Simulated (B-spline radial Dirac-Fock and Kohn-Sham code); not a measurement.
# Kohn-Sham estimates against Dirac-Fock for the levels of Ti⁸⁺

System: Ti⁸⁺, [Ne] 3s2 3p2.

The density-functional columns are spherical, spin-unpolarised Dirac-Kohn-Sham results without Breit or QED terms: −ε is minus the orbital energy of the initial state and ΔSCF the difference of two total energies. The reference in the last column comes from Dirac-Fock energy differences between relaxed states, corrected for Breit and QED terms. All numbers are from an atomic code on a B-spline grid, in eV; a selection of levels is shown. The Kohn-Sham columns are given as differences from the reference.

| level | LDA −ε − DF | LDA ΔSCF − DF | Dirac-Fock |
| --- | --- | --- | --- |
| 1s | -132.5 | +7.8 | 5164.3 |
| 2s | -48.7 | -17.2 | 752.9 |
| 2p1/2 | -33.6 | +2.0 | 651.3 |
| 2p3/2 | -33.8 | +1.5 | 645.7 |
| 3s | -10.8 | +1.5 | 214.9 |
| 3p | -10.9 | +1.2 | 189.7 |

Values without a named source are computed, but for edge energies of neutral atoms, which are taken from tables.
